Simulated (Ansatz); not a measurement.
H$_{7}$N$_{3}$OZr (`[NH2][Zr]([NH2])([NH2])[OH]`), relaxed with RKS PBE0-D4/def2-TZVP in Ansatz 0.2.0 from a GFN2-xTB geometry. The force threshold is 0.005 eV/Å; the program also tests the step.

Total charge 0; spin multiplicity 1. Zr: def2 effective core potential.

Start:

```xyz
12

N    -1.210    1.170    1.058
Zr    0.082    0.116   -0.125
N    -0.882   -1.538   -0.864
N     1.703   -0.436    0.988
O     0.626    1.124   -1.643
H    -1.019    2.178    1.143
H    -2.205    1.094    0.811
H    -0.253   -2.239   -1.281
H    -1.442   -2.049   -0.168
H     2.611   -0.125    0.617
H     1.696   -0.168    1.981
H     0.292    0.875   -2.516
```

Question: How much energy does the relaxation release, and in how many steps? (Estimate.)

Answer: Ansatz gave: 61.57 kJ/mol, in 34 steps, 3 of them rejected.

Question: Which bonds change most? (Estimate.)

Answer: Computed: Zr2–O5 from 1.901 to 1.935 Å; N3–H8 from 1.030 to 1.010 Å; N3–H9 from 1.030 to 1.011 Å; N1–H6 from 1.029 to 1.011 Å.

Question: Give the relaxed structure. (An estimate is asked.)

Answer: Computed: 
```xyz
12

N    -1.233    1.182    0.963
Zr    0.058    0.130   -0.226
N    -0.818   -1.685   -0.580
N     1.731   -0.232    0.896
O     0.473    1.073   -1.864
H    -1.239    2.185    1.093
H    -2.051    0.795    1.412
H    -0.550   -2.552   -0.136
H    -1.486   -1.889   -1.310
H     2.646   -0.470    0.538
H     1.806   -0.070    1.890
H     0.664    1.533   -2.674
```
